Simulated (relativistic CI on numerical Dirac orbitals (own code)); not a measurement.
# Level scheme of Hf14+

Computed by Dirac-Coulomb-Breit CI, separate exchange-only KLI orbitals for each configuration, model QED, unscaled Slater integrals (own radial code, finite nucleus).

Configuration list (outside the closed core [Ar] 3d10 4p6): 4s2.4d10.4f11.5s, 4s2.4d10.4f12, 4s2.4d10.4f10.5s2, 4s2.4d10.4f11.5p, 4s2.4d10.4f10.5s.5p, 4s2.4d10.4f11.5f, 4s2.4d9.4f12.5s, 4s2.4d10.4f10.5s.6s, 4s2.4d10.4f11.6s, 4s2.4d9.4f13, 4s2.4d10.4f11.7s, 4s.4d10.4f13, 4d10.4f13.5s. Levels of other configurations are missing.

| No. | Configuration | Term | J | E (cm⁻¹) | % | Lifetime (s) | jj configuration (%) |
| --- | --- | --- | --- | --- | --- | --- | --- |
| 41 | 4s2.4d10.4f10.5s2 | 3I | 6 | 72231.9 | 83 | 1.50e-02 | 4f5/2^4 4f7/2^6 (46) |
| 42 | 4s2.4d10.4f10.5s2 | 3F | 4 | 72857.3 | 72 | 2.97e-03 | 4f5/2^4 4f7/2^6 (57) |
| 43 | 4s2.4d10.4f10.5s2 | 3D | 1 | 77157.8 | 49 | 5.28e-03 | 4f5/2^3 4f7/2^7 (66) |
| 44 | 4s2.4d10.4f10.5s2 | 3G | 3 | 78654.7 | 40 | 8.36e-03 | 4f5/2^3 4f7/2^7 (62) |
| 45 | 4s2.4d10.4f10.5s2 | 5D | 4 | 79828.7 | 39 | 8.63e-03 | 4f5/2^4 4f7/2^6 (50) |
| 46 | 4s2.4d10.4f10.5s2 | 1I | 6 | 81998.5 | 51 | 6.55e-03 | 4f5/2^5 4f7/2^5 (55) |
| 47 | 4s2.4d10.4f10.5s2 | 5D | 2 | 82459.2 | 49 | 1.17e-02 | 4f5/2^4 4f7/2^6 (41) |
| 48 | 4s2.4d10.4f10.5s2 | 5D | 3 | 83105.4 | 60 | 1.12e-02 | 4f5/2^4 4f7/2^6 (50) |
| 49 | 4s2.4d10.4f10.5s2 | 3M | 8 | 83249.7 | 62 | 7.35e-03 | 4f5/2^3 4f7/2^7 (76) |
| 50 | 4s2.4d10.4f10.5s2 | 3H | 4 | 83900.2 | 66 | 1.55e-02 | 4f5/2^5 4f7/2^5 (66) |
| 51 | 4s2.4d10.4f10.5s2 | 5D | 0 | 85638.1 | 90 | 2.64e-02 | 4f5/2^4 4f7/2^6 (73) |
| 52 | 4s2.4d10.4f10.5s2 | 5D | 2 | 85873.7 | 36 | 7.41e-03 | 4f5/2^3 4f7/2^7 (50) |
| 53 | 4s2.4d10.4f10.5s2 | 5D | 1 | 85898.4 | 82 | 1.57e-02 | 4f5/2^5 4f7/2^5 (45) |
| 54 | 4s2.4d10.4f10.5s2 | 3H | 5 | 88720.0 | 36 | 6.54e-03 | 4f5/2^4 4f7/2^6 (50) |
| 55 | 4s2.4d10.4f10.5s2 | 1K | 7 | 90815.9 | 68 | 7.69e-03 | 4f5/2^5 4f7/2^5 (54) |
| 56 | 4s2.4d10.4f10.5s2 | 3H | 5 | 90819.1 | 49 | 1.03e-02 | 4f5/2^4 4f7/2^6 (62) |
| 57 | 4s2.4d10.4f10.5s2 | 3F | 3 | 91662.4 | 67 | 2.79e-03 | 4f5/2^3 4f7/2^7 (63) |
| 58 | 4s2.4d10.4f10.5s2 | 1D | 2 | 91886.4 | 47 | 3.16e-03 | 4f5/2^3 4f7/2^7 (46) |
| 59 | 4s2.4d10.4f10.5s2 | 1G | 4 | 94972.0 | 39 | 3.22e-03 | 4f5/2^2 4f7/2^8 (44) |
| 60 | 4s2.4d10.4f10.5s2 | 3G | 3 | 96249.8 | 57 | 7.41e-03 | 4f5/2^5 4f7/2^5 (47) |
| 61 | 4s2.4d10.4f10.5s2 | 3G | 4 | 96627.1 | 63 | 7.16e-03 | 4f5/2^4 4f7/2^6 (44) |
| 62 | 4s2.4d10.4f10.5s2 | 3H | 6 | 98446.5 | 57 | 6.22e-03 | 4f5/2^4 4f7/2^6 (49) |
| 63 | 4s2.4d10.4f10.5s2 | 3F | 2 | 99964.3 | 88 | 8.54e-03 | 4f5/2^5 4f7/2^5 (54) |
| 64 | 4s2.4d10.4f10.5s2 | 3K | 8 | 101246.8 | 77 | 1.29e-02 | 4f5/2^5 4f7/2^5 (66) |
| 65 | 4s2.4d10.4f10.5s2 | 1N | 10 | 101655.7 | 97 | 1.13e-02 | 4f5/2^4 4f7/2^6 (85) |
| 66 | 4f11(4I°).5s | 5I° | 8 | 102350.4 | 97 | 5.31e-03 | 4f7/2^5 5s (76) |
| 67 | 4s2.4d10.4f10.5s2 | 3F | 4 | 102718.5 | 43 | 5.32e-03 | 4f5/2^4 4f7/2^6 (71) |
| 68 | 4s2.4d10.4f10.5s2 | 3G | 5 | 103316.2 | 58 | 4.49e-03 | 4f5/2^4 4f7/2^6 (54) |
| 69 | 4s2.4d10.4f10.5s2 | 3H | 6 | 104009.2 | 50 | 4.64e-03 | 4f5/2^4 4f7/2^6 (36) |
| 70 | 4s2.4d10.4f10.5s2 | 3F | 3 | 108125.9 | 70 | 7.19e-03 | 4f5/2^4 4f7/2^6 (74) |

Energies count from the lowest computed level; ° marks odd parity; lifetimes are radiative, by E1, M1, E2, M2 decay to levels of this space only. Percentages are summed over parent terms; the parents shown are those of the largest component, closed shells are left out there. Filled j subshells are mostly left out of the jj labels.

The mean weight of the leading LS term, summed over parents, in these 30 levels is 61 %, and that of the leading jj configuration (from the same eigenvectors) 57 %.

At this charge transitions that keep the count of f electrons are usually good to a few per cent. Terms inside the open d or f shell come out 10 to 20 % too wide with unscaled integrals. Levels and lines within the n = 5 or 6 shells can be off by up to 10 % or somewhat more, and those that change n by about 2 %, since core polarisation is missing. Levels that differ in their count of f electrons can be misplaced by several ten thousand cm⁻¹, since the correlation energy of f electrons is missing or only estimated; rates across such gaps can be off by orders of magnitude. The computed lowest level isn't the tabulated ground level, which NIST ASD gives as 4f11 5s 5I°8; for such ions that label comes from theory and may be the wrong one.

LS names give the leading component of a level, which can be under half, so a name can repeat, a term be missing and a line seem to break the LS rules.
